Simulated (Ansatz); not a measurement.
All values below come from PBE0-D4/def2-TZVP in Ansatz (a quantum-chemistry and plane-wave program). No frequencies were computed at this level.

Ansatz 0.2 input:
```yaml
crystal:
  periodic: [false, false, false]
  atoms:
    - { symbol: N, position_ang: [-0.015133, 0.922886, -0.900897] }
    - { symbol: C, position_ang: [-0.042768, -0.00144, 0.161384] }
    - { symbol: N, position_ang: [-1.334633, -0.521754, 0.316349] }
    - { symbol: S, position_ang: [1.292334, -1.295474, -0.226568] }
    - { symbol: S, position_ang: [0.425939, 0.695096, 1.841658] }
    - { symbol: H, position_ang: [-0.76408, 1.600505, -0.819947] }
    - { symbol: H, position_ang: [0.876797, 1.393643, -0.986266] }
    - { symbol: H, position_ang: [-1.399308, -1.21264, 1.051245] }
    - { symbol: H, position_ang: [-1.723187, -0.868674, -0.551114] }
    - { symbol: H, position_ang: [0.94687, -1.419003, -1.503767] }
    - { symbol: H, position_ang: [1.737172, 0.706857, 1.617922] }
basis:
  gaussian: { orbitals: def2-tzvp }
hamiltonian:
  xc: pbe0
  dispersion: d4
relax:
  max_steps: 150
```

Output:

```
Functional definition: PBE0
1296 factors; their error is unknown
mean field evaluation 1: about -25766.8613 eV, gradient 6.7e1 eV
mean field evaluation 2: about -25755.7781 eV, gradient 9.5e1 eV
mean field evaluation 4: about -25775.3709 eV, gradient 5.8e0 eV
mean field evaluation 8: about -25775.4375 eV, gradient 3.1e-1 eV
mean field evaluation 16: about -25775.4823 eV, gradient 3.6e-4 eV
mean field -25775.48228378 eV, -947.2315026795 hartree, gradient 3.9e-5 eV, S^2 0.000000; 0 other end points of the search recorded, 0 dependent functions left out
reference -25775.48231133 eV, -947.2315036921 hartree; 29, 29 occupied and 174, 174 virtual orbitals, 1296 factors
relax step   1: F+E_penalty+E_count = -25775.73555353 eV  Δ(F+E_penalty+E_count) = +0.000e0 eV  max|allowed force component| = 1.065e0 eV/Å  Δτ_max = 0.0000 Å  (30 SCF iters, accepted)
these checks for a lower state are left out or cut short: starts, cluster_reference, orbital_swaps, neighbouring_geometries, increment
1296 factors; their error is unknown
mean field -25775.52637202 eV, -947.2331228924 hartree, gradient 1.1e-5 eV, S^2 0.000000; 0 other end points of the search recorded, 0 dependent functions left out
reference -25775.52639956 eV, -947.2331239045 hartree; 29, 29 occupied and 174, 174 virtual orbitals, 1296 factors
relax step   2: F+E_penalty+E_count = -25775.77997112 eV  Δ(F+E_penalty+E_count) = -4.442e-2 eV  max|allowed force component| = 6.441e-1 eV/Å  Δτ_max = 0.0794 Å  (31 SCF iters, accepted)
these checks for a lower state are left out or cut short: starts, cluster_reference, orbital_swaps, neighbouring_geometries, increment
1296 factors; their error is unknown
mean field evaluation 32: about -25775.5446 eV, gradient 1.0e-5 eV
mean field -25775.54462813 eV, -947.2337937920 hartree, gradient 1.0e-5 eV, S^2 0.000000; 0 other end points of the search recorded, 0 dependent functions left out
reference -25775.54465559 eV, -947.2337948012 hartree; 29, 29 occupied and 174, 174 virtual orbitals, 1296 factors
relax step   3: F+E_penalty+E_count = -25775.79832546 eV  Δ(F+E_penalty+E_count) = -1.835e-2 eV  max|allowed force component| = 2.407e-1 eV/Å  Δτ_max = 0.0583 Å  (31 SCF iters, accepted)
these checks for a lower state are left out or cut short: starts, cluster_reference, orbital_swaps, neighbouring_geometries, increment
1296 factors; their error is unknown
mean field -25775.54843801 eV, -947.2339338025 hartree, gradient 8.9e-6 eV, S^2 0.000000; 0 other end points of the search recorded, 0 dependent functions left out
reference -25775.54846544 eV, -947.2339348105 hartree; 29, 29 occupied and 174, 174 virtual orbitals, 1296 factors
relax step   4: F+E_penalty+E_count = -25775.80254416 eV  Δ(F+E_penalty+E_count) = -4.219e-3 eV  max|allowed force component| = 6.999e-2 eV/Å  Δτ_max = 0.0302 Å  (33 SCF iters, accepted)
these checks for a lower state are left out or cut short: starts, cluster_reference, orbital_swaps, neighbouring_geometries, increment
1296 factors; their error is unknown
mean field -25775.54929819 eV, -947.2339654135 hartree, gradient 8.8e-6 eV, S^2 0.000000; 0 other end points of the search recorded, 0 dependent functions left out
reference -25775.54932560 eV, -947.2339664209 hartree; 29, 29 occupied and 174, 174 virtual orbitals, 1296 factors
relax step   5: F+E_penalty+E_count = -25775.80333241 eV  Δ(F+E_penalty+E_count) = -7.882e-4 eV  max|allowed force component| = 4.019e-2 eV/Å  Δτ_max = 0.0163 Å  (34 SCF iters, accepted)
these checks for a lower state are left out or cut short: starts, cluster_reference, orbital_swaps, neighbouring_geometries, increment
1296 factors; their error is unknown
mean field -25775.54941360 eV, -947.2339696550 hartree, gradient 8.8e-6 eV, S^2 0.000000; 0 other end points of the search recorded, 0 dependent functions left out
reference -25775.54944101 eV, -947.2339706621 hartree; 29, 29 occupied and 174, 174 virtual orbitals, 1296 factors
relax step   6: F+E_penalty+E_count = -25775.80348716 eV  Δ(F+E_penalty+E_count) = -1.548e-4 eV  max|allowed force component| = 2.052e-2 eV/Å  Δτ_max = 0.0170 Å  (33 SCF iters, accepted)
these checks for a lower state are left out or cut short: starts, cluster_reference, orbital_swaps, neighbouring_geometries, increment
1296 factors; their error is unknown
mean field -25775.54945727 eV, -947.2339712597 hartree, gradient 8.8e-6 eV, S^2 0.000000; 0 other end points of the search recorded, 0 dependent functions left out
reference -25775.54948467 eV, -947.2339722666 hartree; 29, 29 occupied and 174, 174 virtual orbitals, 1296 factors
relax step   7: F+E_penalty+E_count = -25775.80352992 eV  Δ(F+E_penalty+E_count) = -4.276e-5 eV  max|allowed force component| = 1.107e-3 eV/Å  Δτ_max = 0.0038 Å  (34 SCF iters, accepted)
1296 factors; their error is unknown
mean field evaluation 64: about -25775.5492 eV, gradient 4.3e-1 eV
mean field -25775.54945727 eV, -947.2339712597 hartree, gradient 8.8e-6 eV, S^2 0.000000; 1 other end points of the search recorded, 0 dependent functions left out
reference -25775.54948467 eV, -947.2339722666 hartree; 29, 29 occupied and 174, 174 virtual orbitals, 1296 factors
Total energy: -25775.80355732 eV, -947.2433092643 hartree
Atom 0 at    -0.052373     0.922433    -0.911629 Å, force     0.000953     0.000580     0.000069 eV/Å
Atom 1 at    -0.023536    -0.015193     0.161376 Å, force    -0.000154     0.001107     0.000489 eV/Å
Atom 2 at    -1.350366    -0.512064     0.324846 Å, force     0.000105    -0.000240    -0.000771 eV/Å
Atom 3 at     1.295167    -1.263707    -0.196554 Å, force    -0.000014    -0.000860     0.000600 eV/Å
Atom 4 at     0.404817     0.651292     1.843327 Å, force     0.000143    -0.000077    -0.000935 eV/Å
Atom 5 at    -0.701638     1.670346    -0.694222 Å, force    -0.000658    -0.000362     0.000900 eV/Å
Atom 6 at     0.864258     1.310645    -1.084025 Å, force     0.000095    -0.000239     0.000080 eV/Å
Atom 7 at    -1.382690    -1.266272     0.997196 Å, force    -0.000776    -0.000197    -0.000458 eV/Å
Atom 8 at    -1.704751    -0.834174    -0.567290 Å, force    -0.000194    -0.000347     0.000736 eV/Å
Atom 9 at     0.932171    -1.452546    -1.478793 Å, force     0.000287     0.000337     0.000003 eV/Å
Atom 10 at     1.718945     0.789241     1.605766 Å, force     0.000214     0.000298    -0.000714 eV/Å
Dipole moment:    -0.045435     0.056106    -0.309459 e Å
```

Cost: very roughly 100 core-seconds.
